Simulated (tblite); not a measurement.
Question: What does the GFN2-xTB structure of InChI=1S/C6H10NSi/c1-4-5-6(2)8-7-3/h1,5,7-8H,2-3H3/b6-5+ look like in three dimensions? (Doublet state.)

Answer: 
```xyz
18
C6H10NSi angstrom
C     -3.2894    1.7045    1.2779
C     -2.2485    1.3084    0.8145
C     -1.0287    0.8748    0.2943
C     -0.7646   -0.4093   -0.0994
C     -1.8498   -1.4516   -0.0370
Si     0.8171   -0.8711   -0.8990
N      2.1464    0.1956   -1.0916
C      3.2142    0.3093   -0.1219
H     -4.1950    2.0488    1.6790
H     -0.2524    1.6292    0.2402
H     -2.3110   -1.5849   -1.0159
H     -1.4480   -2.4145    0.2738
H     -2.6242   -1.1472    0.6635
H      1.3136   -2.2322   -0.7885
H      2.0118    1.0580   -1.5973
H      2.9901    1.0385    0.6647
H      3.3697   -0.6591    0.3484
H      4.1400    0.6092   -0.6173
```

Orientation and origin are arbitrary. Atoms count from 1 in this order. Si6 (silicon bonded to C, N and H) has angles 124.2°, 119.9° and 109.0°, sum 353.1°, 0.25 Å off the plane of its three neighbours. The C–C distances run from 1.206 Å (C1≡C2, drawn triple) to 1.506 Å (C4–C5, drawn single), a spread of 0.300 Å. N7 (nitrogen bonded to C, Si and H) has angles 123.1°, 119.0° and 111.5°, sum 353.6°, 0.20 Å off the plane of its three neighbours. C3 (carbon bonded to 2 C and H) is planar (angles 124.6°, 120.0° and 115.4°, sum 360.0°, 0.01 Å off the plane of its three neighbours).

Bonds between heavy atoms (Å): C1≡C2 1.206, C2–C3 1.395, C3=C4 1.369, C4–C5 1.506, C4–Si6 1.832, Si6–N7 1.715, N7–C8 1.447.

The geometry is computed with GFN2-xTB (gas phase). This method treats the open shell by occupation alone, without spin polarisation.

Point group: C1 (no symmetry element, even within 0.4 Å). Its GFN2-xTB frequencies are all real (lowest 25 cm⁻¹). Torsions: C3–C4–Si6–N7 6°, C4–Si6–N7–C8 92°.

On one thread of an Arm Neoverse V2, shared host with 96 logical CPUs at a one-minute load of 83, this took 0.72 s of wall time. That covers the optimisation of the geometry.

One conformer stands for the species.
